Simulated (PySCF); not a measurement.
YCl2, SMILES [Cl][Y+][Cl], charge +1.

Geometry optimised at B3LYP-D3(BJ)/def2-TZVP. The multiplicity is an assumed one; other spin states were not compared. The isomer is the one that the SMILES or the coordinates give; other isomers of the formula were not compared. The def2 effective core potentials stand for the cores of Y; spin–orbit coupling is left out.

Computed with PySCF with B3LYP-D3(BJ)/def2-TZVP.

Frequencies are harmonic and unscaled.

```json
[
 {"mode": "1", "ν (cm⁻¹)": "90", "IR (km/mol)": "7.9", "moving atoms (share of kinetic energy)": "Cl 78 %, Y 22 %"},
 {"mode": "2", "ν (cm⁻¹)": "413", "IR (km/mol)": "28.8", "moving atoms (share of kinetic energy)": "Cl 78 %, Y 22 %"},
 {"mode": "3", "ν (cm⁻¹)": "427", "IR (km/mol)": "135.6", "moving atoms (share of kinetic energy)": "Cl 65 %, Y 35 %"}
]
```
